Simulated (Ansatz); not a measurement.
Basis-set extrapolation for `[SiH3]C1(Cl)CC1` (PBE0-D4/def2-TZVP geometry, frozen core, Ansatz). Multiplicity 1, RHF reference.

|  | def2-TZVPP | def2-QZVPP |
| --- | --- | --- |
| HF | -866.138462 | -866.165555 |
| MP2 correlation | -0.821633 | -0.881772 |
| CCSD(T) correlation | -0.915671 | not run |

Energies in hartree. Use E(X) = E(∞) + A·exp(−7.88·√X) for Hartree–Fock and E(X) = E(∞) + B·X^(−2.97) for correlation, with X = 3 and 4, and add CCSD(T) minus MP2 of the smaller set to the MP2 limit.

What is the CCSD(T) energy at the basis-set limit?

HF limit: -866.165555 + (-0.027093) × 0.13774 = -866.16929. MP2 limit: -0.881772 + (-0.060139) × 0.74074 = -0.92632. Higher-order term: -0.915671 − (-0.821633) = -0.09404. Total: -867.18965 hartree, 3.69 eV below CCSD(T)/def2-TZVPP.
